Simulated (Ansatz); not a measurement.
Frontier orbitals of `[Cl][Ge]([Cl])([Cl])[SeH]`.

```xyz
6

Cl    0.551    0.894   -1.962
Ge   -0.317    0.316   -0.104
Cl   -1.176    2.033    0.813
Cl   -1.875   -1.063   -0.566
Se    1.242   -0.553    1.384
H     1.574   -1.627    0.436
```

Charge 0, multiplicity 1. Correlated methods include outer-core shells of Ge, Se, which these sets cover unevenly. Scalar relativity is left out up to krypton. Geometry: relaxed with PBE0-D4/def2-TZVP. It is one conformer, not always the lowest. Basis def2-TZVPP, the Gaussian-basis code of Ansatz.

```tsv
functional	HOMO (eV)	LUMO (eV)	gap (eV)
LDA (SPW92)	-6.86	-3.36	3.50
PBE	-6.70	-3.06	3.64
PBE0	-7.91	-2.16	5.75
LC-ωPBE	-10.61	0.04	10.65
ωB97X-V	-10.24	-0.03	10.21
ωB97M-V	-10.08	-0.17	9.91
```

A quarter of exact exchange (PBE0) shifts PBE's HOMO by −1.21 eV and its LUMO by +0.90 eV; full exchange at long range (ωB97M-V) shifts them by −3.38 and +2.90 eV. The gap opens from 3.64 to 9.91 eV, since occupied levels lose self-interaction and empty ones feel all the electrons.

LC-ωPBE has ω = 0.4 bohr⁻¹.
